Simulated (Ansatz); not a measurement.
Ideal-gas functions of BH3S2Si (`B1[SiH2]SS1`) at 298.15 K and 1 bar, from an Ansatz frequency run at PBE0-D4/def2-TZVP.

Molar mass 106.06 g/mol, point group Cs (symmetry number 1), electronic degeneracy 1, moments of inertia 97.482, 132.164, 223.779 u Å². Harmonic wavenumbers (cm⁻¹, unscaled): 134, 334, 458, 465, 505, 603, 660, 738, 748, 807, 930, 972, 2215, 2223, 2688.

Use S(trans) = R[1.5 ln M + 2.5 ln T − 1.1517]; rotational temperatures θ = 24.2544 K / I; S(rot) = R[ln(√π/σ · √(T³/θAθBθC)) + 1.5]; for each mode x = 1.438777 ν̃/T, S = R[x/(eˣ − 1) − ln(1 − e⁻ˣ)] and H = RT x/(eˣ − 1); 1 cm⁻¹ = 0.0119627 kJ/mol; R = 8.31446 J/(mol·K).

Task: By hand: the entropy, in J/(mol·K).

Result: Translation 167.0. Rotation: θ = 0.2488, 0.1835, 0.1084 K, giving 110.4. Vibration, mode by mode: 12.08, 5.19, 3.23, 3.15, 2.70, 1.86, 1.49, 1.11, 1.06, 0.84, 0.52, 0.44, 0.00, 0.00, 0.00, in all 33.7. Electronic 0.0. Sum 311.1 J/(mol·K).

Task: By hand: H − E and G − E in kJ/mol, counted from the electronic energy.

Result: Zero-point energy ½ × 14480 × 0.0119627 = 86.6; thermal vibration 6.4; translation, rotation and pV give 4 RT = 9.9. H − E = 102.9 kJ/mol, and G − E = 102.9 − 298.15 × 311.1/1000 = 10.1 kJ/mol.

Vibration gives 11 % of the entropy, 12.1 J/(mol·K) of it from the mode under 150 cm⁻¹: soft modes count most, and the harmonic formula is weakest for them.
